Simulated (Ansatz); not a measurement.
Geometry optimisation, UKS PBE0/def2-SVP in Ansatz 0.2.0.

Input:

```yaml
crystal:
  periodic: [false, false, false]
  atoms:
    - { symbol: Si, position_ang: [-0.3046, -0.3132, -0.5029] }
    - { symbol: Sb, position_ang: [-0.1277, 0.746, 1.7784] }
    - { symbol: H, position_ang: [0.3885, -1.5154, -0.5895] }
    - { symbol: H, position_ang: [-1.6956, -0.5446, -0.7885] }
    - { symbol: H, position_ang: [0.1596, 0.6673, -1.5387] }
    - { symbol: H, position_ang: [-1.18447, 2.06551, 1.26952] }
magnetization:
  spin_polarized: true
  initial_magnetization: 1
basis:
  gaussian: { orbitals: def2-SVP }
hamiltonian:
  xc: pbe0
relax:
  f_tol: 0.015
  max_steps: 40
```

Launched with:

```bash
$ ansatz run input.yaml --threads 1 --pin off --max-ram 2048MiB --backend cpu --events-out ev --progress --plain --runs-dir out
```

Q: Where does it end, and by what steps?

A: The run converged. After 4 steps the energy has fallen by 0.194 eV; H4 moved furthest, 0.10 Å.

```csv
step,energy less start (eV),largest force component (eV/Å),accepted
0,0.0000,2.219,yes
1,-0.1204,0.595,yes
2,-0.1865,0.406,yes
3,-0.1934,0.030,yes
4,-0.1936,0.009,yes
```

```xyz
6
Properties=species:S:1:pos:R:3
Si -0.342 -0.273 -0.523
Sb -0.134 0.780 1.824
H 0.449 -1.541 -0.572
H -1.769 -0.589 -0.841
H 0.183 0.658 -1.571
H -1.151 2.071 1.311
```

Whether the end is a true minimum wasn't checked by a vibrational analysis.

The run took 15 s on 1 thread of Intel(R) Xeon(R) Platinum 8488C (Sapphire Rapids), with other jobs on the host, peak memory 0.2 GiB.
